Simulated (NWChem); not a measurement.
Molecule: CH₃F₂NSi₂; SMILES [Si]1(F)(F)[SiH2]N=C1

```xyz
9

F     -0.1470    -1.6768    -1.2830
Si    -0.0182    -0.6983     0.0000
F     -0.1470    -1.6768     1.2830
C      1.4608     0.5047     0.0000
N      0.9406     1.6799     0.0000
Si    -0.8590     1.4772     0.0000
H      2.5593     0.3777     0.0000
H     -1.4905     2.0563     1.2199
H     -1.4905     2.0563    -1.2199
```
Atoms are numbered in this order, from 1.

All runs: NWChem. The geometry was optimised at PBE0/def2-SVP. Total energies compare along this basis series because the functional is fixed.

| level | basis functions | energy (Ha) | highest occupied level (eV) | orbital gap (eV) | dipole (D) |
|---|---|---|---|---|---|
| PBE0/def2-SVP | 107 | -872.4634 | [?] | 5.69 | [?] |
| PBE0/def2-SVPD | 158 | -872.4936 | -7.57 | 5.67 | 0.94 |
| PBE0/def2-TZVP | 216 | -873.0377 | -7.49 | 5.66 | 0.81 |
| PBE0/def2-TZVPP | 250 | -873.0385 | -7.49 | 5.66 | 0.81 |

Problem. What belongs in the gaps?

Solution. 
- PBE0/def2-SVP, highest occupied level (eV): -7.37
- PBE0/def2-SVP, dipole (D): 0.76
